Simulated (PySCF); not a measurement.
Job file and geometry (Å, from GFN2-xTB) of an NMR shielding run on SMILES CNC(C)(C)[Si@H](C#N)[SiH2]F, C$_{5}$H$_{13}$FN$_{2}$Si$_{2}$, PySCF, GIAO PBE0/pcSseg-1 NMR shielding, non-relativistic, gas phase; density fitting, a coarse starting grid and PySCF grid level 2 are the driver's defaults:

```
$ OMP_NUM_THREADS=1 python probes_run.py task.json out

{"job": {"kind": "nmr", "xc": "PBE0", "basis": "pcSseg-1"}, "charge": 0, "multiplicity": 1}
C     -1.685965     1.474501    -0.646727
N     -1.117288     0.737627     0.462201
C     -0.452574    -0.528579     0.142068
C     -0.161060    -1.214362     1.478450
C     -1.289876    -1.472431    -0.723948
Si     1.210448    -0.026905    -0.695511
C      2.311826    -1.536879    -0.546838
N      2.989220    -2.454563    -0.428088
Si     2.047652     1.816225     0.411817
F      3.419725     2.199464    -0.349745
H     -2.012711     2.447102    -0.277634
H     -2.544562     0.983334    -1.123924
H     -0.921174     1.636914    -1.406371
H     -1.840302     0.579672     1.159650
H      0.379865    -0.544278     2.144046
H     -1.092409    -1.499328     1.969925
H      0.431511    -2.113767     1.329698
H     -0.760462    -2.413241    -0.854348
H     -1.475099    -1.050216    -1.708973
H     -2.250388    -1.681489    -0.250295
H      1.064641     0.039313    -2.166058
H      2.479046     1.607509     1.790925
H      1.265183     3.041362     0.299759
```

Question: What does the program print?

Answer: 
```
coarse grid: 19952 points
cycle   1  E = -985.7778350718  dE =  8.680e-01  |g| = 7.321e-01  |ddm| = 4.280e+00
cycle   2  E = -985.6058534531  dE =  1.720e-01  |g| = 1.215e+00  |ddm| = 1.720e+00
cycle   3  E = -985.8790388375  dE = -2.732e-01  |g| = 2.346e-01  |ddm| = 1.089e+00
cycle   4  E = -985.8898721593  dE = -1.083e-02  |g| = 8.160e-02  |ddm| = 1.817e-01
cycle   5  E = -985.8911339403  dE = -1.262e-03  |g| = 2.404e-02  |ddm| = 6.386e-02
cycle   6  E = -985.8912416007  dE = -1.077e-04  |g| = 4.162e-03  |ddm| = 2.192e-02
cycle   7  E = -985.8912452673  dE = -3.667e-06  |g| = 1.182e-03  |ddm| = 5.834e-03
final grid: 183320 points
cycle   8  E = -985.9531166886  dE = -6.688e-05  |g| = 9.831e-03  |ddm| = 4.367e-02
cycle   9  E = -985.9531029303  dE =  1.376e-05  |g| = 1.225e-02  |ddm| = 2.338e-02
cycle  10  E = -985.9531408587  dE = -3.793e-05  |g| = 1.597e-03  |ddm| = 1.387e-02
cycle  11  E = -985.9531413485  dE = -4.898e-07  |g| = 6.531e-04  |ddm| = 1.575e-03
cycle  12  E = -985.9531414245  dE = -7.593e-08  |g| = 2.739e-04  |ddm| = 5.208e-04
cycle  13  E = -985.9531414406  dE = -1.613e-08  |g| = 4.536e-05  |ddm| = 2.066e-04
cycle  14  E = -985.9531414410  dE = -3.988e-10  |g| = 1.551e-05  |ddm| = 5.652e-05
converged SCF energy = -985.9531414410

GIAO shielding tensors (ppm)
atom      isotropic    diamagn.    paramagn.     s11        s22        s33       span
  0 C      151.110     246.788     -95.678    133.753    138.923    180.655     46.902
  1 N      199.669     322.352    -122.683    159.598    187.293    252.117     92.520
  2 C      134.400     249.931    -115.531    112.996    129.703    160.500     47.504
  3 C      155.074     249.830     -94.756    137.143    144.011    184.069     46.925
  4 C      160.917     249.423     -88.507    132.834    163.767    186.149     53.315
  5 Si     398.780     882.459    -483.679    347.507    379.978    468.855    121.348
  6 C       62.670     264.412    -201.743    -53.510    -47.010    288.530    342.040
  7 N     -103.459     338.539    -441.998   -302.994   -294.412    287.027    590.021
  8 Si     345.781     875.781    -530.000    276.037    316.225    445.081    169.044
  9 F      428.920     461.130     -32.211    382.021    438.741    465.997     83.976
 10 H       28.873      29.324      -0.451     24.283     26.261     36.076     11.792
 11 H       28.823      30.338      -1.515     23.900     27.170     35.399     11.499
 12 H       29.765      31.834      -2.070     25.502     29.100     34.691      9.190
 13 H       31.779      36.032      -4.253     22.871     31.993     40.473     17.602
 14 H       30.422      33.005      -2.583     26.403     28.916     35.948      9.545
 15 H       30.798      32.679      -1.882     27.193     28.628     36.573      9.380
 16 H       29.766      33.044      -3.278     25.488     28.522     35.286      9.798
 17 H       30.252      31.793      -1.541     26.106     28.865     35.786      9.680
 18 H       29.871      32.120      -2.249     25.991     28.379     35.242      9.251
 19 H       31.204      32.062      -0.858     27.660     28.244     37.708     10.048
 20 H       26.731      30.317      -3.586     23.591     25.952     30.649      7.058
 21 H       25.881      28.358      -2.477     22.170     26.152     29.320      7.150
 22 H       26.102      28.733      -2.631     21.831     26.938     29.538      7.706
```

Question: Turn these shieldings into chemical shifts. Shifts are taken against calculated references (same method and geometry level): 13C (σ = 186.93 ppm) and 29Si (σ = 349.16 ppm) and 1H (σ = 31.72 ppm) vs TMS; NH3 for 15N (σ = 267.73 ppm); 19F (σ = 170.95 ppm) vs CFCl3.

Answer: Averaging equivalent atoms: C 6: 124.3; C 2: 52.5; C 0: 35.8; C 3: 31.9; C 4: 26.0; N 7: 371.2; N 1: 68.1; Si 8: 3.4; Si 5: -49.6; F 9: -258.0; H 21: 5.84; H 22: 5.61; H 20: 4.99; H 10/11/12: 2.56; H 14/15/16: 1.39; H 17/18/19: 1.27; H 13: -0.06 ppm. Unscaled 19F shifts against computed CFCl3 carry errors that often reach 10 to 50 ppm. Experimental scales use liquid or dissolved standards, which lie at an offset from isolated NH3 (liquid NH3: subtract about 20 ppm). Unscaled 15N shifts of sp2 nitrogen come out 20 to 40 ppm too high even then.

Size and cost of the density-fitted run: 249 basis functions, 87 s wall time on 1 thread of an Arm Neoverse V1, shared host; peak memory 1.2 GiB.
